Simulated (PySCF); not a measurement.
## Peak assignment

Bonds (- single, = double, # triple, : aromatic): B1-C2, C2-B3, B3-N4, N4:C5, C5:C6, C6:C7, C7:C8, C8:N4. B1 carries H9, H10; C2 carries H11, H12; B3 carries H13; C5 carries H14; C6 carries H15; C7 carries H16; C8 carries H17.

Computed data (PySCF 2.14.0 with density-fitted response routines): J: B3LYP/pcJ-1 (spin–dipole term only in couplings to heteroatoms), PBE0-D3(BJ)/def2-SVP geometry, NMR shieldings at CAM-B3LYP/pcSseg-1/GIAO. No relativistic terms, isolated molecule, a single conformation, fast rotation and ring inversion assumed for equivalent nuclei.

Referencing at the same level of theory: 13C (182.45 ppm) and 1H (31.33 ppm) vs TMS.

Task: Assign these signals to the numbered atoms. 13C{1H} NMR (computed): δ 135.5 (CH), 124.4 (CH), 43.5 (CH2).

Result: 
135.5 → C5/C8, aromatic CH next to a ring nitrogen
124.4 → C6/C7, aromatic CH
43.5 → C2, sp3 CH2 bonded to 2 B

Task: Assign these signals to the numbered atoms. 1H NMR (500 MHz, computed): δ 7.65 (br, 2H), 7.18 (m, 2H), 6.55 (m, 2H), 5.79 (br, 1H), 3.20 (t, J = 8.7 Hz, 2H).

Result: 
7.65 → H9/H10, hydrogen on a boron bonded to C
7.18 → H14/H17, hydrogen on an aromatic CH next to a ring nitrogen: the ring current deshields protons in the ring plane
6.55 → H15/H16, hydrogen on an aromatic CH: ring-current deshielding
5.79 → H13, hydrogen on a boron bonded to C, N
3.20 → H11/H12, hydrogen on an sp3 CH2 bonded to 2 B

Hydrogens on boron are broadened and split by 11B (spin 3/2, 80 %) and 10B (spin 3). A carbon bonded to boron is broadened by the quadrupolar boron nucleus and is often missing from a measured spectrum. Splittings below 1 Hz are ignored in the labels, and close J values are merged. Couplings among chemically equivalent protons are left out too, so labels in AA′BB′ or AA′XX′ sets are apparent multiplicities. Unscaled 3J(H,H) at this level run about 10 % above measured values. Shifts are as computed, not scaled to solution data. Of 1313 compounds with measured shifts, 239 miss one by over three times the rms of a fit or turn the order of signals round; such compounds aren't used in these exercises. Only one conformer was computed, so three-bond couplings in flexible chains and rings are approximate.
